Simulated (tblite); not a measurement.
C6H9NO.
Atom-mapped SMILES: `[CH:1]#[C:2][C:3](=[O:4])[NH:5][CH2:6][CH2:7][CH3:8]` (hydrogens: H9 on C1; H10 on N5; H11, H12 on C6; H13, H14 on C7; H15, H16, H17 on C8)

Computed with GFN2-xTB (tblite), gas phase: nudged elastic band of 9 images (0 to 8), spring 0.2 eV/Å², climbing image at the end, force threshold 0.05 eV/Å. The top image wasn't refined or checked by frequencies; at this threshold it can lie a kcal/mol or more above the true saddle point of the method.

The band describes a rotation about C3–N5 (amide carbonyl carbon, amide nitrogen), followed by the dihedral C2–C3–N5–C6, from the optimised start (177°) to a second optimised geometry at -8°.

Question: How does the energy change from image to image?

Answer: 
| image | dihedral (°) | E (kJ/mol) | C3–N5 (Å) | C2···C6 (Å) | largest true force (eV/Å) |
| --- | --- | --- | --- | --- | --- |
| 0 | 177 | 0.00 | 1.355 | 3.71 | 0.01 |
| 1 | -166 | 4.41 | 1.356 | 3.69 | 0.05 |
| 2 | -148 | 18.35 | 1.361 | 3.64 | 0.10 |
| 3 | -126 | 45.57 | 1.372 | 3.53 | 0.31 |
| 4 | -114 | 84.43 | 1.427 | 3.38 | 0.06 |
| 5 | -68 | 41.54 | 1.375 | 3.11 | 0.23 |
| 6 | -35 | 12.80 | 1.355 | 2.93 | 0.11 |
| 7 | -15 | 1.91 | 1.353 | 2.84 | 0.04 |
| 8 | -8 | -1.26 | 1.352 | 2.85 | 0.01 |

Barriers of this band. The top is image 4 at -114°: 84.43 kJ/mol forward and 85.69 kJ/mol back; the end lies 1.26 kJ/mol below the start. The central bond is 0.072 Å longer at the top than at the start.

Question: What rate follows at 200 K for crossing this barrier forward?

Answer: Taking the electronic barrier for the free energy of activation (no zero-point or entropy terms, transmission 1), rate = (kT/h)·exp(−ΔE/kT) ≈ 4 × 10^-10 s⁻¹, whose inverse is 3 × 10^9 s. An error of 1 kcal/mol in the barrier changes this by a factor of 12, and the method and the loose band can each miss by that much or more.

Question: How would the two end points share their population at 200 K, from these energies alone?

Answer: exp(−ΔE/kT) with ΔE = 0.013 eV gives 0.47 for the higher one (start) against 1 for the lower, without vibrational, rotational or degeneracy terms. GFN2-xTB can put conformers this close in the wrong order.

Question: How long is the path, and how are the images spaced?

Answer: Cartesian distances between aligned neighbours (all atoms, Å): 1.17, 1.19, 1.21, 1.13, 1.44, 1.38, 1.46, 1.60; the sum is 10.59 Å, and the top lies 44 % of the way along.

What follows is the cost of the whole band run. Time: 7.8 s; peak memory 0.19 GiB. Hardware: one thread of an Arm Neoverse V1, shared host with 32 logical CPUs at a one-minute load of 17.
